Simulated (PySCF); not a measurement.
Species: C6H10O2Si.
Geometry (GFN2-xTB, Å), atoms numbered from 1 in this order:
```xyz
19
C6H10O2Si angstrom
C     -2.110   -0.861   -0.964
C     -0.862   -0.419   -0.986
C     -0.174    0.207    0.151
C     -0.773    1.374    0.785
O     -0.229    2.000    1.676
O     -2.000    1.715    0.347
Si     0.642   -0.840    1.581
C      1.368    0.227    0.221
C      2.147   -0.359   -0.933
H     -2.720   -0.796   -0.079
H     -2.574   -1.289   -1.836
H     -0.282   -0.513   -1.895
H     -2.307    2.487    0.847
H      0.594   -2.266    1.303
H      0.471   -0.355    2.930
H      1.742    1.204    0.513
H      2.047    0.267   -1.820
H      3.203   -0.409   -0.674
H      1.807   -1.364   -1.175
```

IAO charges (e) from the PBE0/pcSseg-1 density (PySCF), one withheld:

```json
{"atom": "C1", "bonded to": "C2 H10 H11", "charge": "?"}
{"atom": "C2", "bonded to": "C1 C3 H12", "charge": "-0.1430"}
{"atom": "C3", "bonded to": "C2 C4 Si7 C8", "charge": "-0.2474"}
{"atom": "C4", "bonded to": "C3 O5 O6", "charge": "+0.5187"}
{"atom": "O5", "bonded to": "C4", "charge": "-0.5184"}
{"atom": "O6", "bonded to": "C4 H13", "charge": "-0.4781"}
{"atom": "Si7", "bonded to": "C3 C8 H14 H15", "charge": "+0.6618"}
{"atom": "C8", "bonded to": "Si7 C9 C3 H16", "charge": "-0.3295"}
{"atom": "C9", "bonded to": "C8 H17 H18 H19", "charge": "-0.4106"}
{"atom": "H10", "bonded to": "C1", "charge": "+0.1494"}
{"atom": "H11", "bonded to": "C1", "charge": "+0.1510"}
{"atom": "H12", "bonded to": "C2", "charge": "+0.1424"}
{"atom": "H13", "bonded to": "O6", "charge": "+0.3718"}
{"atom": "H14", "bonded to": "Si7", "charge": "-0.0969"}
{"atom": "H15", "bonded to": "Si7", "charge": "-0.0710"}
{"atom": "H16", "bonded to": "C8", "charge": "+0.1702"}
{"atom": "H17", "bonded to": "C9", "charge": "+0.1425"}
{"atom": "H18", "bonded to": "C9", "charge": "+0.1532"}
{"atom": "H19", "bonded to": "C9", "charge": "+0.1392"}
```

**Question.** What is the charge on C1?

**Answer.** The charges add up to the total charge, 0. The others sum to +0.3053, which leaves -0.3053 e for C1 (terminal =CH2 carbon); the computed value is -0.3055, the difference coming from rounding.

**Question.** Add each hydrogen's charge to the atom that carries it.

**Answer.** C1 -0.0051, C2 -0.0006, O6 -0.1063, Si7 +0.4939, C8 -0.1593, C9 +0.0243. Atoms without hydrogen keep their charges.

**Question.** Across which bond do the charges differ most?

**Answer.** C4–O5: +0.5187 on C4 against -0.5184 on O5, a difference of 1.0371 e. The lower charge is on the more electronegative element of the two (Pauling values: O 3.44, C 2.55).

**Question.** Take the bonds between elements whose Pauling electronegativities differ by more than 0.25. In how many does the more electronegative atom carry the lower charge?

**Answer.** In 14 of 14.

**Question.** How much positive and how much negative charge does this set hold in all?

**Answer.** +2.6002 e on 10 atoms and -2.6004 e on 9.

The IAO scheme projects the occupied orbitals on a minimal set of polarised atomic orbitals and counts the electrons in each atom's part of it. Geometry: GFN2-xTB, one conformer, isolated molecule.
